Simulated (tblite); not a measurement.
Species: C2H6BrFSi.
SMILES with atom numbers: `[CH3:1][CH2:2][Si@@H:3]([F:4])[Br:5]` (hydrogens: H6, H7, H8 on C1; H9, H10 on C2; H11 on Si3)

Computed with GFN2-xTB (tblite), gas phase: L-BFGS steps from a force-field or distance-geometry start until the largest atomic force falls under 0.01 eV/Å.

Step 2: E = -489.6068 eV
```
atom  x, y, z in Å  |  force x, y, z in eV/Å
C1     -1.3068    0.5458    0.4435    0.101  -0.060  -0.030
C2     -0.3012   -0.5718    0.1616   -0.091   0.063  -0.052
Si3     1.3360    0.0107   -0.5644   -0.193   0.017   0.078
F4      2.0357    0.9914    0.5023    0.055  -0.131  -0.212
Br5     2.6409   -1.7541   -0.8505   -0.030   0.220   0.040
H6     -2.2226    0.1178    0.8431   -0.046   0.042   0.031
H7     -0.9146    1.2573    1.1663    0.038  -0.030   0.021
H8     -1.5543    1.0931   -0.4632    0.013  -0.028  -0.039
H9     -0.1079   -1.1138    1.0855   -0.050  -0.117   0.134
H10    -0.7547   -1.2810   -0.5338   -0.034  -0.063   0.055
H11     1.1549    0.7073   -1.8163    0.240   0.087  -0.026
```

Step 3: E = -489.6125 eV
```
atom  x, y, z in Å  |  force x, y, z in eV/Å
C1     -1.3065    0.5457    0.4433    0.081  -0.062  -0.027
C2     -0.3036   -0.5725    0.1629   -0.057   0.022  -0.043
Si3     1.3298    0.0137   -0.5674   -0.126  -0.108   0.201
F4      2.0378    0.9882    0.4972    0.059  -0.090  -0.172
Br5     2.6403   -1.7482   -0.8494   -0.035   0.208   0.034
H6     -2.2219    0.1196    0.8431   -0.082   0.030   0.043
H7     -0.9137    1.2557    1.1662    0.046  -0.006   0.030
H8     -1.5537    1.0919   -0.4637    0.012  -0.016  -0.045
H9     -0.1097   -1.1163    1.0876   -0.048  -0.083   0.091
H10    -0.7555   -1.2827   -0.5325   -0.046  -0.061   0.056
H11     1.1623    0.7077   -1.8135    0.196   0.166  -0.168
```

Step 4: E = -489.6234 eV
```
atom  x, y, z in Å  |  force x, y, z in eV/Å
C1     -1.3054    0.5447    0.4428   -0.014  -0.031   0.008
C2     -0.3098   -0.5753    0.1663   -0.016  -0.094   0.010
Si3     1.3139    0.0171   -0.5699    0.016  -0.230   0.216
F4      2.0440    0.9798    0.4827    0.081   0.027  -0.039
Br5     2.6384   -1.7309   -0.8460   -0.010   0.121   0.017
H6     -2.2220    0.1244    0.8441   -0.117   0.020   0.050
H7     -0.9107    1.2520    1.1667    0.053   0.024   0.022
H8     -1.5522    1.0889   -0.4658    0.020  -0.003  -0.034
H9     -0.1150   -1.1227    1.0932   -0.050  -0.007  -0.004
H10    -0.7586   -1.2879   -0.5286   -0.073  -0.061   0.050
H11     1.1827    0.7126   -1.8116    0.111   0.234  -0.296
```

Step 5: E = -489.6298 eV
```
atom  x, y, z in Å  |  force x, y, z in eV/Å
C1     -1.3051    0.5436    0.4427   -0.075  -0.008   0.036
C2     -0.3150   -0.5794    0.1694   -0.014  -0.124   0.031
Si3     1.3021    0.0165   -0.5696    0.102  -0.146   0.067
F4      2.0503    0.9741    0.4713    0.077   0.088   0.041
Br5     2.6369   -1.7159   -0.8432    0.040   0.009  -0.002
H6     -2.2238    0.1284    0.8456   -0.117   0.023   0.045
H7     -0.9076    1.2494    1.1673    0.044   0.027   0.000
H8     -1.5506    1.0865   -0.4678    0.027  -0.004  -0.008
H9     -0.1199   -1.1276    1.0973   -0.048   0.022  -0.034
H10    -0.7622   -1.2929   -0.5247   -0.095  -0.068   0.039
H11     1.2003    0.7199   -1.8144    0.058   0.182  -0.215
```

**Question.** Estimate the geometry and energy of step 6. (The exact step hangs on the optimiser's Hessian estimate; all steps are aligned on step 5, rigid shifts and turns removed.)

**Answer.** E = -489.6331 eV, largest force 0.131 eV/Å
```
atom  x, y, z in Å  |  force x, y, z in eV/Å
C1     -1.3062    0.5428    0.4433   -0.078  -0.005   0.042
C2     -0.3185   -0.5835    0.1715   -0.016  -0.075   0.009
Si3     1.2969    0.0147   -0.5693    0.116  -0.007  -0.051
F4      2.0552    0.9722    0.4653    0.046   0.084   0.050
Br5     2.6370   -1.7073   -0.8416    0.083  -0.070  -0.015
H6     -2.2269    0.1313    0.8472   -0.098   0.032   0.036
H7     -0.9051    1.2483    1.1676    0.027   0.012  -0.021
H8     -1.5491    1.0850   -0.4690    0.028  -0.012   0.016
H9     -0.1236   -1.1303    1.0994   -0.038   0.014  -0.017
H10    -0.7660   -1.2971   -0.5218   -0.101  -0.072   0.031
H11     1.2117    0.7267   -1.8187    0.032   0.099  -0.080
```

The energy changes by -0.0033 eV. The first-order estimate −F·Δx gives -0.0048 eV and the mean of the old and new forces, exact on a quadratic surface, -0.0033 eV. The step makes an angle of 61° with the force vector and moves no atom by more than 0.014 Å.

The cost below is that of the whole relaxation. On an Arm Neoverse N1 with one thread, shared host with 64 logical CPUs at a one-minute load of 61, this took 0.33 s.
